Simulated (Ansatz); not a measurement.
C4H10F2HfO2, SMILES `CC(C)(C)[O][Hf]([OH])([F])[F]`, relaxed with RKS PBE0-D4/def2-TZVP in the Gaussian-basis code of Ansatz from a PBE-D4/def2-SVP geometry. The force threshold is 0.005 eV/Å; the program also tests the step.

The species carries charge 0 and has multiplicity 1. Hf: def2 effective core potential.

Start:

```xyz
19

C    -0.683   -0.857    1.473
C    -0.737   -0.123    0.124
C    -0.888   -1.118   -1.037
C    -1.871    0.912    0.109
O     0.492    0.573   -0.049
Hf    2.279    1.184   -0.411
O     3.533   -0.284   -0.392
F     2.755    2.485    0.940
F     2.281    2.016   -2.158
H    -1.623   -1.411    1.664
H     0.156   -1.582    1.485
H    -0.530   -0.134    2.299
H    -1.837   -1.685   -0.958
H    -0.882   -0.582   -2.007
H    -0.050   -1.845   -1.034
H    -2.858    0.425    0.241
H    -1.733    1.647    0.927
H    -1.878    1.462   -0.853
H     4.074   -1.081   -0.362
```

| step | energy (eV) | largest force (eV/Å) | largest move (Å) |
| --- | --- | --- | --- |
| 1 | -15145.5242 | 0.609 | 0.000 |
| 2 | -15145.5961 | 0.242 | 0.033 |
| 3 | -15145.6014 | 0.036 | 0.009 |
| 4 | -15145.6016 | 0.021 | 0.005 |
| 5 | -15145.6027 | 0.062 | 0.055 |
| 6 | -15145.6033 | 0.063 | 0.044 |
| 7 | -15145.6036 | 0.058 | 0.039 |
| 8 | -15145.6037 | 0.013 | 0.007 |
| 9 | -15145.6040 | 0.008 | 0.028 |
| 10 | -15145.6040 | 0.002 | 0.006 |
| 11 | -15145.6041 | 0.006 | 0.012 |
| 12 | -15145.6041 | 0.012 | 0.007 |
| 13 | -15145.6041 | 0.003 | 0.002 |

End:

```xyz
19

C    -0.683   -0.865    1.449
C    -0.727   -0.163    0.101
C    -0.966   -1.161   -1.022
C    -1.791    0.925    0.093
O     0.526    0.452   -0.116
Hf    2.258    1.182   -0.398
O     3.610   -0.177   -0.381
F     2.618    2.460    0.989
F     2.276    2.081   -2.094
H    -1.635   -1.354    1.664
H     0.103   -1.624    1.456
H    -0.477   -0.146    2.245
H    -1.929   -1.661   -0.898
H    -0.963   -0.653   -1.989
H    -0.182   -1.921   -1.027
H    -2.782    0.498    0.258
H    -1.593    1.654    0.881
H    -1.794    1.445   -0.868
H     4.131   -0.972   -0.342
```

It took 38 s on 4 threads of an AMD EPYC 7R13 on a shared host and a share of an NVIDIA H100 80 GB, with 1 GiB of host memory at the peak.
